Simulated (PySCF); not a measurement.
**Cs2Cl2: fields on a plane**

Level of theory: PySCF, PBE0, basis Cs def2-TZVP with ECP46, Cl def2-TZVP (scalar-relativistic core potentials, no spin–orbit coupling, density fitting).

The singlet minimum has Cs–Cl 3.163 Å (×4); Cl–Cs–Cl 87.6° (×2), Cs–Cl–Cs 92.4° (×2).

The plane holds Cs1 at (0.00, 0.00), Cs2 at (4.57, 0.00), Cl3 at (2.28, 2.19), Cl4 at (2.28, -2.19) Å. Columns run from x = -1.95 to 6.75 Å, rows from y = 4.35 (top) to -4.05 Å, in steps of 0.3 Å. Other isomers or separated fragments may lie lower. Core electrons replaced by a potential are absent, the electrostatic potential uses the reduced nuclear charge, and values within about 0.7 Å of such atoms have no physical meaning.

Problem. Give the electrostatic potential (V) (cut at 20 V). Lower edges of the bins (V): '0' -2.47, '1' -2.34, '2' -2.13, '3' -1.79, '4' -1.26, '5' -0.43, '6' 0.90, '7' 3.00, '8' 6.34, '9' 11.62; top 20.0.

Solution. 
```
555554444333222222334444555555
555554444322100012233444555555
555554443321000000123444555555
555554443211234321123444555555
555555443213577763223445555555
555555443235899986323445555555
555555544347999998533455555555
566665554458999998544555666655
666666665557999998555566666666
666667766556999997556677666666
666777887766789876667887776666
667789999876566656789999877666
677899999987554556899999987766
677999999997655567899999998766
678999999998655567999999998766
678999999998655567999999998766
677999999997655567899999998766
677899999987554556899999987766
667789999876566656789999877666
666777887766789876667887776666
666667766556999997556677666666
666666665557999998555566666666
566665554458999998544555666655
555555544347999998533455555555
555555443235899986323445555555
555555443213577763223445555555
555554443211234321123444555555
555554443321000000123444555555
555554444322100012233444555555
```

Problem. Give the electron density (e/Å³) (cut at 5 e/Å³). Lower edges of the bins (e/Å³): '_' 0.000, '.' 0.030, ':' 0.076, '-' 0.151, '=' 0.268, '+' 0.455, '*' 0.750, '#' 1.218, '%' 1.960, '@' 3.136; top 5.00, each point printed twice.

Solution. 
```
____________________________________________________________
____________________________________________________________
________________________..........__________________________
____________________....::------::....______________________
____________________..::==++++++==--::..____________________
__________________..::==++######**==--..____________________
__________________..--++##%%@@%%##++--::..__________________
________________..::--++##@@@@@@##**==::..__________________
________________..::--++##@@@@@@##**==::..__________________
________..........::--==**##%%##**++--::..........__________
______..::--------::::--++******++==--::::------::..________
____..::==++++++++==--::--======----::--==++++++==--..______
__..::==++**####**++==::::::::::::::--++****##****==::..____
__..--++****++++****++--..........::==****++==****++--..____
__..--++##++____++##++--....____..::++****____--##**==::____
__..--++##++____++##++--....____..::++****____--##**==::____
__..--++****++++****++--..........::==****++==****++--..____
__..::==++**####**++==::::::::::::::--++****##****==::..____
____..::==++++++++==--::--======----::--==++++++==--..______
______..::--------::::--++******++==--::::------::..________
________..........::--==**##%%##**++--::..........__________
________________..::--++##@@@@@@##**==::..__________________
________________..::--++##@@@@@@##**==::..__________________
__________________..--++##%%@@%%##++--::..__________________
__________________..::==++######**==--..____________________
____________________..::==++++++==--::..____________________
____________________....::------::....______________________
________________________..........__________________________
____________________________________________________________
```
